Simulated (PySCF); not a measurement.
Simulation results for CH$_{4}$GeO$_{2}$, AlGeH$_{4}$NO, Ge$_{2}$H$_{4}$NO, Ge$_{2}$H$_{5}$NO and others

Computed with PySCF 2.14.0. Calculation on a computer-drawn molecule: the log of a Hartree-Fock and frozen-core CCSD(T) single point meant for a local Hartree-Fock minimum, with one planted fault or none, to be diagnosed. Offsets are logged minus clean, where the clean run is the same molecule without the fault. The reference is restricted for singlets and unrestricted otherwise, and also for a bond in bohr or an excited solution. Adding or removing an electron swaps singlet and doublet. The excited solution moves the top pair (singlet) or top alpha electron (doublet) to the lowest empty orbital. Highest occupied and lowest empty are orbital energies over both spins, largest force is the largest gradient component, triples share is (T) over the correlation energy, the T1 limit is 0.02 restricted and 0.045 unrestricted, electrons count all cores, a negative frequency is imaginary (commonest isotopes), and the dipole is about the centre of nuclear charge; on germanium a core potential holds 10 electrons, which the energies leave out, and 3d is frozen in MP2 and coupled-cluster steps.

Common to all runs: meant multiplicity 1; meant basis and core potential on germanium cc-pVDZ-PP ECP10MDF; logged SCF converged yes; logged CC converged yes; logged SCF stable within its kind yes; possible faults no fault, one electron removed, one electron added, multiplicity raised by two, geometry at a saddle point, SCF held on an excited solution, minimal basis STO-3G, one bond length entered in bohr, all coordinates scaled.

(1) 
```xyz
8
formula=CH4GeO2 meant_charge=0 meant_basis=cc-pVDZ logged_electrons=58 logged_basis_functions=85 logged_spin_squared=1.023 logged_highest_occupied=-9.9383 logged_lowest_empty=0.64446 logged_largest_force=0.040462 logged_T1_diagnostic=0.032402 logged_D1_diagnostic=0.14158 logged_triples_share=0.0307 logged_dipole_magnitude=3.608 logged_energy_HF=-483.16077 logged_energy_CCSD(T)=-483.79622 planted_fault=one_bond_length_entered_in_bohr,row_2_of_the_drawn_bonds HF_energy_offset_from_clean_run=47.31 CCSD(T)_energy_offset_from_clean_run=62.32
O     -0.1471    -0.0828    -2.8767
Ge     0.7376    -0.8357    -1.7459
C     -0.6817    -1.0223     1.6679
O     -2.0324    -0.6763     1.6495
H      2.1288    -1.4308    -1.9714
H     -0.0958    -0.3636     2.3213
H     -0.5759    -2.0345     2.0630
H     -2.2178    -0.1138     0.9081
```

Units: logged_highest_occupied, logged_lowest_empty in eV; logged_largest_force in hartree/bohr; logged_dipole_magnitude in debye; logged_energy_HF, logged_energy_CCSD(T) in hartree; HF_energy_offset_from_clean_run, CCSD(T)_energy_offset_from_clean_run in kcal/mol.

Drawn bonds:
```csv
atom,other atom,order
1,2,2
2,3,1
3,4,1
2,5,1
3,6,1
3,7,1
4,8,1
```

(2) 
```xyz
8
formula=CH4GeO2 meant_charge=0 meant_basis=cc-pVDZ logged_electrons=59 logged_basis_functions=85 logged_spin_squared=0.769 logged_highest_occupied=0.11625 logged_lowest_empty=8.7601 logged_largest_force=0.040108 logged_T1_diagnostic=0.018127 logged_D1_diagnostic=0.081128 logged_triples_share=0.027847 logged_dipole_magnitude=4.0006 logged_energy_HF=-483.20774 logged_energy_CCSD(T)=-483.86705 planted_fault=one_electron_added HF_energy_offset_from_clean_run=17.84 CCSD(T)_energy_offset_from_clean_run=17.88
O     -0.1471    -0.0828    -2.8767
Ge     0.7376    -0.8357    -1.7459
C     -0.0134    -0.9344     0.0606
O     -1.3642    -0.5885     0.0423
H      2.1288    -1.4308    -1.9714
H      0.5724    -0.2757     0.7141
H      0.0924    -1.9467     0.4557
H     -1.5495    -0.0260    -0.6992
```

Units: logged_highest_occupied, logged_lowest_empty in eV; logged_largest_force in hartree/bohr; logged_dipole_magnitude in debye; logged_energy_HF, logged_energy_CCSD(T) in hartree; HF_energy_offset_from_clean_run, CCSD(T)_energy_offset_from_clean_run in kcal/mol.

Drawn bonds:
```csv
atom,other atom,order
1,2,2
2,3,1
3,4,1
2,5,1
3,6,1
3,7,1
4,8,1
```

Notes: highest electron not bound in this basis.

(3) 
```xyz
8
formula=CH4GeO2 meant_charge=0 meant_basis=cc-pVDZ logged_electrons=58 logged_basis_functions=85 logged_spin_squared=0 logged_highest_occupied=-10.935 logged_lowest_empty=0.81651 logged_largest_force=0.070897 logged_T1_diagnostic=0.030226 logged_D1_diagnostic=0.12733 logged_triples_share=0.037735 logged_dipole_magnitude=4.9766 logged_energy_HF=-483.17969 logged_energy_CCSD(T)=-483.86963 planted_fault=all_coordinates_scaled,by_+8.8_% HF_energy_offset_from_clean_run=35.44 CCSD(T)_energy_offset_from_clean_run=16.26
O     -0.1600    -0.0901    -3.1299
Ge     0.8025    -0.9093    -1.8996
C     -0.0146    -1.0167     0.0659
O     -1.4842    -0.6403     0.0460
H      2.3162    -1.5568    -2.1449
H      0.6228    -0.3000     0.7769
H      0.1005    -2.1180     0.4959
H     -1.6859    -0.0283    -0.7607
```

Units: logged_highest_occupied, logged_lowest_empty in eV; logged_largest_force in hartree/bohr; logged_dipole_magnitude in debye; logged_energy_HF, logged_energy_CCSD(T) in hartree; HF_energy_offset_from_clean_run, CCSD(T)_energy_offset_from_clean_run in kcal/mol.

Drawn bonds:
```csv
atom,other atom,order
1,2,2
2,3,1
3,4,1
2,5,1
3,6,1
3,7,1
4,8,1
```

Notes: T1 above single-reference limit.

(4) 
```xyz
8
formula=AlGeH4NO meant_charge=0 meant_basis=cc-pV(D+d)Z logged_electrons=64 logged_basis_functions=94 logged_spin_squared=2.0043 logged_highest_occupied=-5.7021 logged_lowest_empty=-3.6797 logged_largest_force=0.053023 logged_T1_diagnostic=0.056986 logged_D1_diagnostic=0.34001 logged_triples_share=0.038719 logged_dipole_magnitude=6.7203 logged_energy_HF=-666.7174 logged_energy_CCSD(T)=-667.28386 planted_fault=multiplicity_raised_by_two HF_energy_offset_from_clean_run=139.3 CCSD(T)_energy_offset_from_clean_run=139.7
O      0.9890     3.5970     0.2176
Ge     0.3278     2.2101    -0.2928
N      0.9198     0.5805     0.1751
Al     0.3429    -1.0613    -0.2691
H     -0.8656     2.0508    -1.2232
H      1.7136     0.6545     0.7940
H      1.0984    -2.3057     0.3250
H     -0.8963    -1.1389    -1.2356
```

Units: logged_highest_occupied, logged_lowest_empty in eV; logged_largest_force in hartree/bohr; logged_dipole_magnitude in debye; logged_energy_HF, logged_energy_CCSD(T) in hartree; HF_energy_offset_from_clean_run, CCSD(T)_energy_offset_from_clean_run in kcal/mol.

Drawn bonds:
```csv
atom,other atom,order
1,2,2
2,3,1
3,4,1
2,5,1
3,6,1
4,7,1
4,8,1
```

Notes: T1 above single-reference limit.

(5) 
```xyz
8
formula=Ge2H4NO meant_charge=1 meant_basis=cc-pVDZ logged_electrons=82 logged_basis_functions=94 logged_spin_squared=0.7242 logged_highest_occupied=-15.967 logged_lowest_empty=-4.8129 logged_largest_force=0.027325 logged_T1_diagnostic=0.063428 logged_D1_diagnostic=0.29458 logged_triples_share=0.045512 logged_dipole_magnitude=5.8224 logged_energy_HF=-717.95407 logged_energy_CCSD(T)=-718.5384 planted_fault=one_bond_length_entered_in_bohr,row_5_of_the_drawn_bonds HF_energy_offset_from_clean_run=91.57 CCSD(T)_energy_offset_from_clean_run=88.39
O     -1.9199     1.0166     0.3980
Ge    -1.7035     0.7504    -1.1739
N     -0.0898    -0.1631    -1.4164
Ge     0.8996    -0.5801    -0.0311
H     -2.3717     0.9957    -2.4987
H      0.5358    -0.6699    -3.1449
H      2.1833    -1.3163    -0.3246
H      0.4253    -0.1904     1.3386
```

Units: logged_highest_occupied, logged_lowest_empty in eV; logged_largest_force in hartree/bohr; logged_dipole_magnitude in debye; logged_energy_HF, logged_energy_CCSD(T) in hartree; HF_energy_offset_from_clean_run, CCSD(T)_energy_offset_from_clean_run in kcal/mol.

Drawn bonds:
```csv
atom,other atom,order
1,2,2
2,3,1
3,4,1
2,5,1
3,6,1
4,7,1
4,8,1
```

Notes: T1 above single-reference limit.

(6) 
```xyz
9
formula=Ge2H5NO meant_charge=0 meant_basis=cc-pVDZ logged_electrons=84 logged_basis_functions=99 logged_spin_squared=0.7415 logged_highest_occupied=-10.635 logged_lowest_empty=1.0857 logged_largest_force=0.022048 logged_T1_diagnostic=0.058574 logged_D1_diagnostic=0.28825 logged_triples_share=0.040438 logged_dipole_magnitude=5.7306 logged_energy_HF=-718.80767 logged_energy_CCSD(T)=-719.4149 planted_fault=one_bond_length_entered_in_bohr,row_5_of_the_drawn_bonds HF_energy_offset_from_clean_run=89.19 CCSD(T)_energy_offset_from_clean_run=90.01
O     -2.6237     1.3910     0.7896
Ge    -1.0636     1.0242     0.5573
N     -0.0618     0.1349     1.7378
Ge     1.7180    -0.3817     1.6713
H     -0.2036     1.3548    -0.6538
H     -1.0111    -0.3476     3.3148
H      1.8126    -1.9046     1.7643
H      2.4810     0.2610     2.8297
H      2.2552     0.1124     0.3297
```

Units: logged_highest_occupied, logged_lowest_empty in eV; logged_largest_force in hartree/bohr; logged_dipole_magnitude in debye; logged_energy_HF, logged_energy_CCSD(T) in hartree; HF_energy_offset_from_clean_run, CCSD(T)_energy_offset_from_clean_run in kcal/mol.

Drawn bonds:
```csv
atom,other atom,order
1,2,2
2,3,1
3,4,1
2,5,1
3,6,1
4,7,1
4,8,1
4,9,1
```

Notes: T1 above single-reference limit.

(7) 
```xyz
7
formula=GeH3NOSi meant_charge=0 meant_basis=cc-pV(D+d)Z logged_electrons=64 logged_basis_functions=89 logged_spin_squared=2.0046 logged_highest_occupied=-7.5966 logged_lowest_empty=0.044869 logged_largest_force=0.038224 logged_T1_diagnostic=0.02555 logged_D1_diagnostic=0.090873 logged_triples_share=0.034537 logged_dipole_magnitude=4.5742 logged_energy_HF=-713.26866 logged_energy_CCSD(T)=-713.82859 planted_fault=multiplicity_raised_by_two HF_energy_offset_from_clean_run=32.14 CCSD(T)_energy_offset_from_clean_run=48.69
O     -0.3970     4.5066     0.3295
Ge    -0.6345     2.9186     0.5024
N      0.1909     1.6428    -0.4815
Si     1.3617     1.8616    -1.7625
H     -1.5620     2.2210     1.4883
H     -0.0808     0.7057    -0.2332
H      1.5276     0.3713    -2.0286
```

Units: logged_highest_occupied, logged_lowest_empty in eV; logged_largest_force in hartree/bohr; logged_dipole_magnitude in debye; logged_energy_HF, logged_energy_CCSD(T) in hartree; HF_energy_offset_from_clean_run, CCSD(T)_energy_offset_from_clean_run in kcal/mol.

Drawn bonds:
```csv
atom,other atom,order
1,2,2
2,3,1
3,4,1
2,5,1
3,6,1
4,7,1
```

(8) 
```xyz
12
formula=C2H8GeSi meant_charge=0 meant_basis=cc-pV(D+d)Z logged_electrons=66 logged_basis_functions=114 logged_spin_squared=0 logged_highest_occupied=-7.9075 logged_lowest_empty=2.3566 logged_largest_force=1.42e-05 logged_lowest_frequency=75.687 logged_T1_diagnostic=0.011959 logged_D1_diagnostic=0.038534 logged_triples_share=0.033286 logged_dipole_magnitude=0.98421 logged_energy_HF=-662.63256 logged_energy_CCSD(T)=-663.19961 planted_fault=no_fault HF_energy_offset_from_clean_run=0 CCSD(T)_energy_offset_from_clean_run=0
Si     2.4986     2.1632    -0.1616
C      2.4353     0.5069     0.2221
C      1.5061    -0.5517    -0.3089
Ge     2.4388    -1.8689    -1.4549
H      1.5723     2.8070    -1.1074
H      3.5056     3.0530     0.4338
H      3.1767     0.1553     0.9369
H      0.6951    -0.1204    -0.9005
H      1.0414    -1.1073     0.5114
H      1.4888    -3.0161    -1.8358
H      2.9353    -1.1872    -2.7357
H      3.6422    -2.4567    -0.7055
```

Units: logged_highest_occupied, logged_lowest_empty in eV; logged_largest_force in hartree/bohr; logged_lowest_frequency in cm⁻¹; logged_dipole_magnitude in debye; logged_energy_HF, logged_energy_CCSD(T) in hartree; HF_energy_offset_from_clean_run, CCSD(T)_energy_offset_from_clean_run in kcal/mol.

Drawn bonds:
```csv
atom,other atom,order
1,2,2
2,3,1
3,4,1
1,5,1
1,6,1
2,7,1
3,8,1
3,9,1
4,10,1
4,11,1
4,12,1
```
